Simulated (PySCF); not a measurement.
B: excitation energy

B [He] 2s2 2p1 (2P) → B [He] 2s1 2p2 (4P), as a difference of total energies. Calculation: PySCF 2.14, in aug-cc-pwCVTZ; no relativity, point nucleus. Correlated levels: valence and next inner shell: nothing frozen. The calculations carry no spin-orbit coupling.

```csv
method,excitation energy (cm⁻¹)
UHF,17721
MP2 (valence and next inner shell),25165
SCS-MP2 (valence and next inner shell),28272
CCSD (valence and next inner shell),28325
CCSD(T) (valence and next inner shell),28681
```
